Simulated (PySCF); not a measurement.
**Electronic structure of Xe³⁺ (xenon, charge +3) at the UHF level**

Configuration: [Kr] 4d10 5s2 5p3, high-spin 4S determinant. Computed with PySCF 2.14 in def2-TZVPPD with the def2 core potential (28 electrons), with a scalar-relativistic core potential.

```json
{"Total energy": "-326.059779 hartree", "One-electron energy": "-540.9480 hartree", "Hartree (Coulomb) energy": "236.6727 hartree", "Exchange energy": "-21.7846 hartree", "⟨S²⟩": "3.7511", "⟨L²⟩": "0.000", "Sum of ⟨r⟩": "24.46 bohr", "Sum of ⟨r²⟩": "34.55 bohr²"}
```

```csv
shell,electrons,mean orbital energy (eV),"rms radius, mean of both spins (bohr)"
4s α,1,-262.45,0.767
4s β,1,-261.49,0.767
4p α,3,-200.70,0.820
4p β,3,-199.73,0.820
4d α,5,-106.13,0.930
4d β,5,-105.41,0.930
5s α,1,-60.425,1.88
5s β,1,-51.597,1.88
5p α,3,-43.395,2.13
```

Energies and moments cover only the electrons outside the core potential.
